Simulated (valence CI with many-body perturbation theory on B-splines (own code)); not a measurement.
E1 transitions of Si

Level of theory: configuration interaction combined with many-body perturbation theory (CI+MBPT): four valence electrons over a frozen Dirac-Fock core [Ne], radial functions for each j: 11 s, 11 p, 9 d, 7 f, 5 g, 2 h, 1 i, with the one-electron correlation potential Σ1 (screened to all orders), the two-electron term Σ2, the three-electron term Σ3, Breit, model QED; selected single and double excitations, second order for the rest, scaled by the run's own slope (own B-spline code, finite nucleus).

Set against measurement, 48 paired levels are off by 36 cm⁻¹ on average, the worst by 119. These come from a selection out of the NIST Handbook of Basic Atomic Spectroscopic Data. Levels without a partner in it may be off by more. Among the levels kept, up to 810 cm⁻¹ of a level comes from second order outside the variational space, and about a tenth of that is noise between levels of different J, which matters for small intervals.

Lines 1 to 50 of 248 in falling wavelength, among levels below 7.518 eV, chosen from the strongest by gf and those to the six lowest levels. Wavelengths and rates use the calculated energies, so an error of 40 cm⁻¹ moves a line at 4891 nm by 2 % and its rate by three times that or more. Electric multipoles are in the length gauge, E1 and E2 with the static RPA response of the core. Weak lines are less certain than strong ones. Lines between different terms over intervals too small for the method are left out, as are lines whose strength nearly cancels. Where a level lies close to another of its J and parity, the split of strength between their lines is uncertain. The highest levels of a list are the least certain.

Names give the largest LS component (configuration and term), which can be under half, so a name can repeat, a term be missing and a line seem to break the LS rules; names also repeat where a configuration has a term twice. Letters in brackets count levels of one name in rising energy.

```tsv
λ vac (nm)	λ from measured levels	Upper	Lower	A (s⁻¹)	S (a.u.) with core polarisation	S without
4939		3s2 3p 6s 3P°_1	3s2 3p 5p 3P_0	4.20e+05	7.48e+01	7.48e+01
4937		3s2 3p 6s 3P°_2	3s2 3p 5p 3S_1	5.80e+05	1.72e+02	1.72e+02
4891	4964	3s2 3p 4d 3D°_2	3s2 3p 5p 3D_2	2.30e+05	6.64e+01	6.64e+01
4874	4948	3s2 3p 4d 1P°_1	3s2 3p 5p 1P_1	2.82e+05	4.83e+01	4.83e+01
4790	4869	3s2 3p 4d 3D°_2	3s2 3p 5p 3D_1	2.79e+05	7.56e+01	7.56e+01
4777		3s2 3p 4f 3G_3 [a]	3s2 3p 4d 3P°_2	2.54e+05	9.58e+01	9.58e+01
4759		3s2 3p 6s 3P°_2	3s2 3p 5p 3P_2	1.05e+06	2.80e+02	2.80e+02
4731	4746	3s2 3p 5p 3D_1	3s2 3p 5s 1P°_1	3.91e+05	6.13e+01	6.13e+01
4696	4761	3s2 3p 4d 3D°_3	3s2 3p 5p 3D_2	1.52e+05	5.42e+01	5.42e+01
4456		3s2 3p 6s 3P°_0	3s2 3p 5p 3D_1	2.46e+06	1.08e+02	1.08e+02
4425		3s2 3p 4f 3F_3	3s2 3p 4d 1D°_2	1.14e+06	3.40e+02	3.40e+02
4399		3s2 3p 4f 3G_3 [a]	3s2 3p 4d 1D°_2	4.41e+05	1.30e+02	1.30e+02
4391		3s2 3p 6s 3P°_1	3s2 3p 5p 3D_2	1.75e+06	2.20e+02	2.20e+02
4268		3s2 3p 4f 3G_3 [b]	3s2 3p 4d 3P°_2	1.74e+05	4.69e+01	4.69e+01
4262		3s2 3p 6s 1P°_1	3s2 3p 5p 3P_1	4.59e+05	5.26e+01	5.26e+01
4243		3s2 3p 6s 3P°_2	3s2 3p 5p 3D_3	1.82e+06	3.44e+02	3.44e+02
4141		3s2 3p 4f 3D_3	3s2 3p 4d 3P°_2	1.66e+06	4.08e+02	4.08e+02
4123		3s2 3p 4f 1D_2	3s2 3p 4d 3P°_1	4.93e+05	8.53e+01	8.53e+01
4076	4069	3s2 3p 5p 3P_1	3s2 3p 5s 1P°_1	4.11e+05	4.12e+01	4.12e+01
4053		3s2 3p 5d 3P°_2	3s2 3p 5p 3S_1	7.00e+05	1.15e+02	1.15e+02
4040	4054	3s2 3p 5p 1P_1	3s2 3p 5s 3P°_1	6.95e+05	6.78e+01	6.78e+01
4018		3s2 3p 4f 3D_1	3s2 3p 4d 3P°_0	1.22e+06	1.17e+02	1.17e+02
3992		3s2 3p 4f 3D_2	3s2 3p 4d 3P°_1	9.77e+05	1.53e+02	1.53e+02
3990		3s2 3p 4f 3D_2	3s2 3p 4d 3P°_2	5.39e+05	8.45e+01	8.45e+01
3977		3s2 3p 6s 3P°_1	3s2 3p 5p 1P_1	8.30e+05	7.73e+01	7.73e+01
3963		3s2 3p 4f 3D_1	3s2 3p 4d 3P°_1	9.62e+05	8.86e+01	8.86e+01
3963		3s2 3p 4f 3G_3 [b]	3s2 3p 4d 1D°_2	3.87e+05	8.32e+01	8.32e+01
3933		3s2 3p 5d 3P°_2	3s2 3p 5p 3P_2	8.92e+05	1.34e+02	1.34e+02
3904		3s2 3p 5d 3P°_1	3s2 3p 5p 3S_1	1.94e+06	1.70e+02	1.70e+02
3854		3s2 3p 4f 3D_3	3s2 3p 4d 1D°_2	1.69e+05	3.34e+01	3.34e+01
3853		3s2 3p 5d 3P°_0	3s2 3p 5p 3S_1	2.77e+06	7.82e+01	7.82e+01
3836		3s2 3p 4f 1D_2	3s2 3p 4d 1D°_2	4.26e+05	5.93e+01	5.93e+01
3832		3s2 3p 5d 1D°_2	3s2 3p 5p 1D_2	6.41e+05	8.91e+01	8.91e+01
3792		3s2 3p 5d 3P°_1	3s2 3p 5p 3P_2	5.84e+05	4.71e+01	4.71e+01
3741	3746	3s2 3p 5p 3D_3	3s2 3p 5s 3P°_2	2.55e+06	4.62e+02	4.62e+02
3726		3s2 3p 5d 3P°_2	3s2 3p 5p 3P_1	7.78e+05	9.93e+01	9.93e+01
3723		3s2 3p 6s 1P°_1	3s2 3p 5p 3D_1	5.82e+05	4.45e+01	4.45e+01
3686	3699	3s2 3p 5p 3D_2	3s2 3p 5s 3P°_1	2.39e+06	2.95e+02	2.96e+02
3646	3659	3s2 3p 5p 3D_1	3s2 3p 5s 3P°_0	1.89e+06	1.36e+02	1.36e+02
3472		3s2 3p 6s 1P°_1	3s2 3p 5p 1P_1	1.26e+06	7.81e+01	7.81e+01
3414	3401	3s2 3p 5p 3P_2	3s2 3p 5s 3P°_2	2.97e+06	2.92e+02	2.92e+02
3413	3416	3s2 3p 5p 1D_2	3s2 3p 5s 1P°_1	2.63e+06	2.58e+02	2.58e+02
3401		3s2 3p 5p 3D_3	3s2 3p 3d 3D°_3	2.33e+05	3.17e+01	3.17e+01
3372	3353	3s2 3p 5p 3P_0	3s2 3p 5s 3P°_1	3.70e+06	7.00e+01	7.00e+01
3328	3318	3s2 3p 5p 3S_1	3s2 3p 5s 3P°_2	3.04e+06	1.66e+02	1.66e+02
3323	3317	3s2 3p 5p 3P_1	3s2 3p 5s 3P°_1	1.61e+06	8.74e+01	8.74e+01
3245	3243	3s2 3p 5p 3P_1	3s2 3p 5s 3P°_0	8.75e+05	4.43e+01	4.43e+01
3218		3s2 3p 5p 3P_1	3s2 3p 3d 3D°_2	6.80e+05	3.36e+01	3.36e+01
3174	3170	3s2 3p 5p 3P_2	3s2 3p 5s 3P°_1	3.32e+05	2.62e+01	2.62e+01
3145		3s2 3p 3d 1F°_3	3s2 3p 4p 1D_2	2.27e+06	2.44e+02	2.44e+02
```
